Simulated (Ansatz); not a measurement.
Ansatz (a quantum-chemistry and plane-wave program) input (HF/3-21G): The .json file is the Basis Set Exchange's 3-21G.

Ansatz 0.2 input:
```yaml
crystal:
  periodic: [false, false, false]
  atoms:
    - {symbol: F, position_ang: [-0.84442754, -1.21264784, -0.50851344]}
    - {symbol: As, position_ang: [0.00430976, -0.00973490, 0.39902916]}
    - {symbol: F, position_ang: [1.47486281, -0.10210959, -0.50647003]}
    - {symbol: F, position_ang: [-0.64623773, 1.35045204, -0.44812347]}
basis:
  gaussian:
    orbitals: 3-21G.json
hamiltonian:
  xc: {name: HF}
relax: {f_tol: 0.003, max_steps: 120}
```

From the last part of the output:

```
integrals: 0.01 GiB planned
512 factors; integrals over basis functions are off by at most 4.4e-5 eV
mean field: 0.12 GiB planned
mean field evaluation 1: about -68576.2886 eV, gradient 3.8e1 eV
mean field evaluation 2: about -68576.3978 eV, gradient 3.9e1 eV
mean field evaluation 4: about -68579.1978 eV, gradient 2.1e0 eV
mean field evaluation 8: about -68579.2352 eV, gradient 9.2e-2 eV
mean field -68579.23528803 eV, -2520.2404121598 hartree, gradient 1.7e-5 eV, S^2 0.000000; 0 other end points of the search recorded, 0 dependent functions left out
the calculation of the forces begins
reference -68579.23528803 eV, -2520.2404121598 hartree; 30, 30 occupied and 20, 20 virtual orbitals, 512 factors
relax step   1: F+E_penalty+E_count = -68579.23528803 eV  Δ(F+E_penalty+E_count) = +0.000e0 eV  max|allowed force component| = 2.059e0 eV/Å  Δτ_max = 0.0000 Å  (34 SCF iters, accepted)
these checks for a lower state are left out or cut short: starts, cluster_reference, orbital_swaps, neighbouring_geometries, increment
integrals: 0.01 GiB planned
512 factors; integrals over basis functions are off by at most 3.6e-5 eV
mean field: 0.12 GiB planned
mean field evaluation 16: about -68579.3254 eV, gradient 1.3e0 eV
mean field -68579.32766667 eV, -2520.2438070124 hartree, gradient 9.5e-6 eV, S^2 0.000000; 0 other end points of the search recorded, 0 dependent functions left out
the calculation of the forces begins
reference -68579.32766667 eV, -2520.2438070124 hartree; 30, 30 occupied and 20, 20 virtual orbitals, 512 factors
relax step   2: F+E_penalty+E_count = -68579.32766667 eV  Δ(F+E_penalty+E_count) = -9.238e-2 eV  max|allowed force component| = 1.025e0 eV/Å  Δτ_max = 0.0374 Å  (36 SCF iters, accepted)
these checks for a lower state are left out or cut short: starts, cluster_reference, orbital_swaps, neighbouring_geometries, increment
integrals: 0.01 GiB planned
512 factors; integrals over basis functions are off by at most 3.3e-5 eV
mean field: 0.12 GiB planned
mean field evaluation 32: about -68579.3402 eV, gradient 9.3e-6 eV
mean field -68579.34016661 eV, -2520.2442663766 hartree, gradient 9.3e-6 eV, S^2 0.000000; 0 other end points of the search recorded, 0 dependent functions left out
the calculation of the forces begins
reference -68579.34016661 eV, -2520.2442663766 hartree; 30, 30 occupied and 20, 20 virtual orbitals, 512 factors
relax step   3: F+E_penalty+E_count = -68579.34016661 eV  Δ(F+E_penalty+E_count) = -1.250e-2 eV  max|allowed force component| = 1.821e-1 eV/Å  Δτ_max = 0.0144 Å  (35 SCF iters, accepted)
these checks for a lower state are left out or cut short: starts, cluster_reference, orbital_swaps, neighbouring_geometries, increment
integrals: 0.01 GiB planned
512 factors; integrals over basis functions are off by at most 3.3e-5 eV
mean field: 0.12 GiB planned
mean field -68579.34051494 eV, -2520.2442791775 hartree, gradient 9.4e-6 eV, S^2 0.000000; 0 other end points of the search recorded, 0 dependent functions left out
the calculation of the forces begins
reference -68579.34051494 eV, -2520.2442791775 hartree; 30, 30 occupied and 20, 20 virtual orbitals, 512 factors
relax step   4: F+E_penalty+E_count = -68579.34051494 eV  Δ(F+E_penalty+E_count) = -3.483e-4 eV  max|allowed force component| = 1.959e-3 eV/Å  Δτ_max = 0.0029 Å  (35 SCF iters, accepted)
integrals: 0.01 GiB planned
512 factors; integrals over basis functions are off by at most 3.3e-5 eV
mean field: 0.12 GiB planned
mean field evaluation 64: about -68579.3405 eV, gradient 2.8e-5 eV
mean field -68579.34051494 eV, -2520.2442791775 hartree, gradient 9.4e-6 eV, S^2 0.000000; 1 other end points of the search recorded, 0 dependent functions left out
the calculation of the forces begins
reference -68579.34051494 eV, -2520.2442791775 hartree; 30, 30 occupied and 20, 20 virtual orbitals, 512 factors
Total energy: -68579.34051494 eV, -2520.2442791775 hartree
Atom 0 at    -0.819344    -1.176102    -0.506442 Å, force     0.001104     0.001627    -0.000352 eV/Å
Atom 1 at     0.004263    -0.009629     0.394681 Å, force     0.000012    -0.000028     0.001139 eV/Å
Atom 2 at     1.430662    -0.098739    -0.504460 Å, force    -0.001959     0.000160    -0.000355 eV/Å
Atom 3 at    -0.627074     1.310430    -0.447856 Å, force     0.000842    -0.001759    -0.000432 eV/Å
Dipole moment:     0.007459    -0.016849     0.690626 e Å
```
